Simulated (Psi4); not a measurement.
C2H6AuClS, charge +1, doublet, at a GFN2-xTB geometry (such geometries of metal compounds can be far from the true shape) (the multiplicity is a formal guess) (core potentials on Au); PBE/def2-SVP (Psi4 1.11).

Input for Psi4:
```
memory 2 GB

molecule {
1 2
  Au    0.23980938   -0.44350797   -0.06556171
  Cl    2.43196466   -0.81483368    0.44193089
  C    -1.37899306    2.30414288   -1.20320327
  S    -1.80732456    0.81928023   -0.26419011
  C    -2.10607865    1.53041251    1.37137327
  H    -0.56592812    2.84198638   -0.72392865
  H    -2.26303264    2.93677054   -1.25747208
  H    -1.09393932    1.99932227   -2.20596421
  H    -1.25052427    2.11347128    1.70019473
  H    -2.29971917    0.71618792    2.06364664
  H    -2.98757391    2.16574771    1.30809516
symmetry c1
}

set basis def2-svp
set reference uks

energy('pbe')
print_variables()
```

It wrote (shortened):

```
   => Loading Basis Set <=

    Name: DEF2-SVP
    Role: ORBITAL
    Keyword: BASIS

    !!!  WARNING: ECP capability is in beta. Please check occupations closely.  !!!

         ---------------------------------------------------------
                                   SCF
               by Justin Turney, Rob Parrish, Andy Simmonett
                          and Daniel G. A. Smith
                              UKS Reference
         ---------------------------------------------------------

  ==> Geometry <==

    Molecular point group: c1
    Full point group: C1

    Geometry (in Angstrom), charge = 1, multiplicity = 2:

       Center              X                  Y                   Z               Mass
    ------------   -----------------  -----------------  -----------------  -----------------
         AU           0.164525259157    -0.338839191549    -0.055366863292   196.966568790000
         CL           2.356680539157    -0.710164901549     0.452125736708    34.968852682000
         C           -1.454277180843     2.408811658451    -1.193008423292    12.000000000000
         S           -1.882608680843     0.923949008451    -0.253995263292    31.972071174400
         C           -2.181362770843     1.635081288451     1.381568116708    12.000000000000
         H           -0.641212240843     2.946655158451    -0.713733803292     1.007825032230
         H           -2.338316760843     3.041439318451    -1.247277233292     1.007825032230
         H           -1.169223440843     2.103991048451    -2.195769363292     1.007825032230
         H           -1.325808390843     2.218140058451     1.710389576708     1.007825032230
         H           -2.375003290843     0.820856698451     2.073841486708     1.007825032230
         H           -3.062858030843     2.270416488451     1.318290006708     1.007825032230

  Running in c1 symmetry.

  Rotational constants: A =      0.14468  B =      0.02704  C =      0.02650 [cm^-1]
  Rotational constants: A =   4337.40665  B =    810.78310  C =    794.54237 [MHz]
  Nuclear repulsion =  366.440060244253175

  Charge       = 1
  Multiplicity = 2
  Electrons    = 69
  Nalpha       = 35
  Nbeta        = 34

  ==> Algorithm <==

  SCF Algorithm Type is DF.
  DIIS enabled.
  MOM disabled.
  Fractional occupation disabled.
  Guess Type is SAD.
  Energy threshold   = 1.00e-06
  Density threshold  = 1.00e-06
  Integral threshold = 1.00e-12

  ==> Primary Basis <==

  Basis Set: DEF2-SVP
    Blend: DEF2-SVP
[...]
      Ntotal   =   69.0000318173 ; deviation = 3.182e-05

   @Spin Contamination Metric:   1.540296527E-03
   @S^2 Expected:                7.500000000E-01
   @S^2 Observed:                7.515402965E-01
   @S   Expected:                5.000000000E-01
   @S   Observed:                5.000000000E-01

    Orbital Energies [Eh]
    ---------------------

    Alpha Occupied:

[...]
    Alpha Virtual:

[...]
     126A    202.273526

    Beta Occupied:

[...]
      34A     -0.428592

    Beta Virtual:

[...]
    Final Occupation by Irrep:
              A
    DOCC [    34 ]
    SOCC [     1 ]
    NA   [    35 ]
    NB   [    34 ]

  @DF-UKS Final Energy: -1072.93296405691331

   => Energetics <=

    Nuclear Repulsion Energy =            366.4400602442531749
    One-Electron Energy =               -2245.0765172961228018
    Two-Electron Energy =                 884.7537605434688430
    DFT Exchange-Correlation Energy =     -79.0502675485124655
    Empirical Dispersion Energy =           0.0000000000000000
    VV10 Nonlocal Energy =                  0.0000000000000000
    Total Energy =                      -1072.9329640569133062

  UHF NO Occupations:
  HONO-2 :   33  A 1.9998540
  HONO-1 :   34  A 1.9995913
  HONO-0 :   35  A 1.0000000
  LUNO+0 :   36  A 0.0004087
  LUNO+1 :   37  A 0.0001460
  LUNO+2 :   38  A 0.0001013
  LUNO+3 :   39  A 0.0000444

Computation Completed

Properties will be evaluated at   0.000000,   0.000000,   0.000000 [a0]

Properties computed using the SCF density matrix

 Multipole Moments:

 ------------------------------------------------------------------------------------
     Multipole            Electronic (a.u.)      Nuclear  (a.u.)        Total (a.u.)
 ------------------------------------------------------------------------------------

 L = 1.  Multiply by 2.5417464519 to convert [e a0] to [Debye]
 Dipole X            :         35.0672617          -37.1490897           -2.0818280
 Dipole Y            :        -61.9485340           64.1321885            2.1836545
 Dipole Z            :         -8.7138570            8.7822031            0.0683461
 Magnitude           :                                                    3.0177850

 ------------------------------------------------------------------------------------

  Variable Map:
  ----------------------------------------------------------------------------
[...]
  Array Variable Map:
  ----------------------------------------------------------------------------
[...]
[...]
```
